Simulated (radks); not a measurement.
Tc22+, 21 electrons, occupied as [Ar] 3d3 (the NIST ground configuration). Calculated with a radial shooting solver on a logarithmic mesh with Libxc functionals: Dirac Kohn-Sham, PBE, spin-unpolarised, spherical densities, finite nucleus; open shells fill j = l - 1/2 first; Fermi nuclear charge, rms radius 4.4112 fm.

Normalised radial functions P(r) = r R(r) (large component), r in bohr:

```
   r/bohr * 2s1/2, o 2p1/2, + 3d3/2 (the largest magnitude, 2.72, reaches the edge; | marks zero, & curves that meet)
 0.001487                             &  *
 0.001676                             &  *
 0.001905                             &   *
 0.002148                             &   *
 0.002422                             &   *
 0.002731                             &    *
 0.003079                             &    *
 0.003472                             &     *
 0.003914                             &      *
 0.004413                             +o     *
 0.005016                             +o      *
 0.005656                             +o       *
 0.006377                             +o       *
  0.00719                             +o        *
 0.008106                             + o        *
  0.00914                             + o         *
  0.01031                             + o         *
  0.01162                             +  o         *
  0.01321                             +  o         *
  0.01489                             +   o         *
  0.01679                             +    o        *
  0.01893                             +     o       *
  0.02134                             +      o     *
  0.02406                             +       o   *
  0.02713                             +         o*
  0.03059                             +        * o
  0.03477                             |+     *     o
   0.0392                             |+  *          o
   0.0442                             |&               o
  0.04983                          *  |+                 o
  0.05618                      *      | +                  o
  0.06335                  *          |  +                   o
  0.07142              *              |  +                     o
  0.08053          *                  |   +                     o
  0.09153      *                      |    +                     o
   0.1032    *                        |      +                   o
   0.1164  *                          |       +                 o
   0.1312  *                          |         +              o
   0.1479   *                         |          +           o
   0.1668     *                       |            +      o
    0.188        *                    |             +  o
    0.212            *                |             o +
    0.241                *            |         o      +
   0.2717                    *        |      o         +
   0.3063                       *     |    o           +
   0.3454                         *   |  o             +
   0.3894                           * | o            +
   0.4391                            *|o           +
    0.495                            *o          +
   0.5582                             &       +
   0.6344                             &     +
   0.7153                             &   +
   0.8064                             & +
   0.9093                             &+
    1.025                             &+
    1.156                             &
    1.303                             &
    1.469                             &
     1.67                             &
    1.883                             &
    2.123                             &
    2.394                             &
```

2s1/2: eigenvalue -3823.5 eV, 1 radial node at r = 0.0455 bohr, <r> = 0.148 bohr, 90 % of the charge inside 0.229 bohr. 2p1/2: eigenvalue -3596.6 eV, 0 radial nodes, <r> = 0.126 bohr, 90 % of the charge inside 0.207 bohr. 3d3/2: eigenvalue -999.02 eV, 0 radial nodes, <r> = 0.342 bohr, 90 % of the charge inside 0.529 bohr.
